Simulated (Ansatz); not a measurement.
`O[Si](Br)(Br)Br` → Br₂ + `O[Si]Br` at 400 K and 1 bar (silylene formation by 1,1-elimination).

Calculated with Ansatz (gas phase, PBE0-D4/def2-TZVP geometries, no zero-point term in ΔE). CCSD(T)/CBS is the MP2 limit (def2-TZVPP, def2-QZVPP) plus CCSD(T) − MP2 in def2-TZVPP, frozen cores. For Br outer-core shells are correlated without core-valence functions, which leaves a few kJ/mol of doubt a bond. Scalar relativity is left out up to krypton. Each species was taken in one conformer, which may not be the lowest.

```csv
species,CCSD(T)/CBS energy (Eh),H − E (kJ/mol),S (J/(mol·K))
`O[Si](Br)(Br)Br`,-8085.01229,80.8,419.0
Br₂,-5146.62008,15.4,255.8
`O[Si]Br`,-2938.23569,59.0,308.9
```

H − E and S are ideal-gas, rigid-rotor, harmonic terms from PBE0-D4/def2-TZVP, for one conformer and one mirror image of each species. 1 Eh = 2625.50 kJ/mol, R = 8.31446 J/(mol·K).

By hand: ΔE, ΔH, ΔS and ΔG.

ΔE = (-5146.62008) + (-2938.23569) − (-8085.01229) = 0.15652 Eh = 410.9 kJ/mol. Δ(H − E) = 15.4 + 59.0 − 80.8 = -6.4, so ΔH = 404.5 kJ/mol. ΔS = 255.8 + 308.9 − 419.0 = 145.7 J/(mol·K). ΔG = 404.5 − 400 × (145.7)/1000 = 346.2 kJ/mol.

By hand: the equilibrium constant, and the temperature at which ΔG would vanish if ΔH and ΔS stayed fixed.

log₁₀ K = −ΔG/(RT ln 10) = -45.2. ΔG = 0 at ΔH/ΔS = 2776 K, far beyond where these terms or the molecules hold.

The number of gas molecules changes by +1, which sets the sign of ΔS. A doubt of 5 kJ/mol in ΔE shifts log₁₀ K by 0.7 here. Other conformers and mirror images would add mixing entropy, several J/(mol·K) or more a flexible species. These are equilibria of isolated gas molecules and say nothing of rates. Largest T1 diagnostic: 0.012 (customary marks: 0.02 for closed shells, 0.045 for open ones).
